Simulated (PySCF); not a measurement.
SMILES OB([S][GeH3])O (H5BGeO2S) at its CAM-B3LYP/def2-SVP optimised geometry (Å):

```
10

Ge    -1.9078     0.5671     0.0000
S      0.3178     0.5671     0.0000
B      0.7013    -1.1974    -0.4362
O      1.9154    -1.6924    -0.1069
O     -0.1548    -2.0306    -1.0700
H     -2.4127    -0.1304    -1.2791
H     -2.4559    -0.1780     1.2224
H     -2.3523     2.0306     0.0000
H      2.4559    -1.0919     0.4164
H     -0.9518    -1.6216    -1.4214
```

Computed with CAM-B3LYP/def2-TZVP run with PySCF. Cells within 0.4 Å of a nucleus heavier than hydrogen are left out (blank, or x).

Map of the log10 of the electron density (e/bohr³), floored at −4 on the plane z = 0.0 Å:

```
|00000000000000000000000000000|
|00000000000000000000000000000|
|00000000000000000000000000000|
|00001122111000000000000000000|
|00012233322100000000000000000|
|00123444433211111110000000000|
|00234555543322222221000000000|
|01234567654333333332100000000|
|01235677665444555443210000000|
|01235677765555666554321000000|
|01234567776666777654321000000|
|01234578x976677x7765421000000|
|0123467xxx8677xxx765431000000|
|01234579xx76778x8765432100000|
|01234567876667777765433210000|
|01234556665556677655444321000|
|01233455554455667666665432100|
|00123344444445666667776542100|
|00112233333445666778887643100|
|0001122222345566678xxx7643100|
|00000111223455655678x87542100|
|00000000123455555567876532100|
|00000000123345544456665432000|
|00000000012334433344444321000|
|00000000001233322233332210000|
|00000000000112211112221100000|
|00000000000001100000000000000|
|00000000000000000000000000000|
|00000000000000000000000000000|
```
Scale: ten equal steps from -4.00 (start of '0') to 0.352 (end of '9'), in the order '0123456789'; x runs from -4.50 to 4.50, y from -4.50 (bottom) to 4.50 (top).
